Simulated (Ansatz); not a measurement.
C9H21B, SMILES `CC(C)B(C(C)C)C(C)C`, relaxed with RKS PBE-D4/def2-SVP in Ansatz from a rough embedded geometry. The force threshold is 0.03 eV/Å; the program also tests the step.

Charge 0, multiplicity 1.

Start:

```xyz
31

C    -1.743   -1.473   -1.314
C    -1.539   -0.201   -0.406
C    -2.078    1.088   -1.051
B    -0.054   -0.022    0.040
C     1.118    0.294   -1.125
C     1.762    1.678   -0.921
C     2.133   -0.827   -1.192
C     0.422   -0.106    1.573
C    -0.249    0.984    2.356
C     0.156   -1.507    2.092
H    -1.317   -2.326   -0.866
H    -1.228   -1.261   -2.302
H    -2.766   -1.532   -1.537
H    -2.121   -0.379    0.491
H    -3.189    0.930   -1.248
H    -1.630    1.320   -2.022
H    -2.004    1.958   -0.356
H     0.591    0.346   -2.145
H     0.995    2.452   -0.897
H     2.479    1.920   -1.792
H     2.369    1.704    0.028
H     2.860   -0.671   -2.021
H     2.733   -0.843   -0.215
H     1.664   -1.786   -1.365
H     1.526    0.024    1.620
H     0.157    0.978    3.424
H     0.003    1.952    1.944
H    -1.361    0.845    2.405
H    -0.925   -1.721    2.147
H     0.561   -1.541    3.168
H     0.675   -2.278    1.487
```

Task: How much energy does the relaxation release, and in how many steps? (Estimate.)

Result: The calculation gave: 57.71 kJ/mol, in 5 steps.

Task: Which bonds change most? (Best estimate.)

Result: The calculation gave: B4–C5 from 1.682 to 1.591 Å; C1–H13 from 1.049 to 1.112 Å; C1–H11 from 1.054 to 1.110 Å; C6–H20 from 1.155 to 1.112 Å.

Task: Give the relaxed structure. (Best estimate.)

Result: Computed: 
```xyz
31

C    -1.710   -1.414   -1.298
C    -1.536   -0.199   -0.365
C    -2.090    1.083   -1.017
B     0.000   -0.004   -0.001
C     1.061    0.284   -1.152
C     1.713    1.663   -0.928
C     2.123   -0.832   -1.189
C     0.477   -0.093    1.515
C    -0.216    0.999    2.354
C     0.180   -1.497    2.079
H    -1.356   -2.355   -0.828
H    -1.147   -1.284   -2.247
H    -2.778   -1.562   -1.571
H    -2.130   -0.394    0.556
H    -3.162    0.966   -1.288
H    -1.543    1.337   -1.949
H    -2.016    1.960   -0.340
H     0.557    0.305   -2.144
H     0.966    2.485   -0.944
H     2.464    1.885   -1.717
H     2.240    1.713    0.048
H     2.880   -0.640   -1.980
H     2.670   -0.907   -0.225
H     1.676   -1.826   -1.395
H     1.575    0.073    1.584
H     0.100    0.949    3.419
H     0.021    2.019    1.987
H    -1.321    0.888    2.336
H    -0.906   -1.729    2.046
H     0.499   -1.580    3.141
H     0.707   -2.293    1.513
```
